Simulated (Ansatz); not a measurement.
Relaxation of C4H12OSi (18 atoms, charge 0, multiplicity 1), to a largest force component of 0.015 eV/Å in at most 40 steps.

The calculation used RKS revPBE-D4/STO-3G in Ansatz 0.2.0.

```xyz
18
Properties=species:S:1:pos:R:3
C 1.270 -2.420 -1.092
C 1.316 -0.918 -0.707
O 0.053 -0.276 -1.050
C 0.134 1.125 -0.681
Si -0.514 1.561 1.039
C 0.636 2.593 2.052
H 1.045 -2.468 -2.172
H 2.188 -2.889 -0.879
H 0.399 -2.846 -0.536
H 2.142 -0.435 -1.229
H 1.500 -0.837 0.390
H 1.056 1.577 -0.865
H -0.695 1.610 -1.387
H -0.808 0.304 1.823
H -1.817 2.293 0.881
H 0.193 2.818 3.051
H 0.835 3.526 1.543
H 1.587 2.087 2.230
```

Question: Where does it end, and by what steps?

Answer: The run converged. The force dipped under the threshold on the way, but the program's further checks kept it going. Limits of this set-up: minimal basis. After 16 steps the energy has fallen by 0.643 eV; H18 moved furthest, 0.83 Å.

```csv
step,energy less start (eV),largest force component (eV/Å),accepted
0,0.0000,4.950,yes
1,-0.5615,0.763,yes
2,-0.6028,0.141,yes
3,-0.6128,0.156,yes
4,-0.6178,0.077,yes
5,-0.6209,0.093,yes
6,-0.6240,0.155,yes
7,-0.6276,0.151,yes
8,-0.6304,0.247,yes
9,-0.6366,0.144,yes
10,-0.6402,0.048,yes
11,-0.6419,0.034,yes
12,-0.6421,0.082,yes
13,-0.6427,0.020,yes
14,-0.6428,0.010,yes
15,-0.6429,0.008,yes
16,-0.6429,0.004,yes
```

```xyz
18
Properties=species:S:1:pos:R:3
C 1.460 -2.187 -0.915
C 1.192 -0.706 -0.509
O -0.059 -0.283 -1.184
C -0.267 1.156 -0.863
Si -0.657 1.592 0.969
C 0.887 2.117 1.915
H 1.577 -2.270 -2.013
H 2.387 -2.552 -0.430
H 0.616 -2.832 -0.600
H 2.062 -0.061 -0.810
H 1.102 -0.632 0.610
H 0.605 1.769 -1.213
H -1.137 1.451 -1.495
H -1.280 0.449 1.627
H -1.610 2.697 0.973
H 0.630 2.466 2.932
H 1.406 2.946 1.400
H 1.607 1.286 2.018
```

Whether the end is a true minimum wasn't checked by a vibrational analysis.

Run time: 74 s on 1 thread of Arm Neoverse V1, on a shared host, peak memory 0.14 GiB.
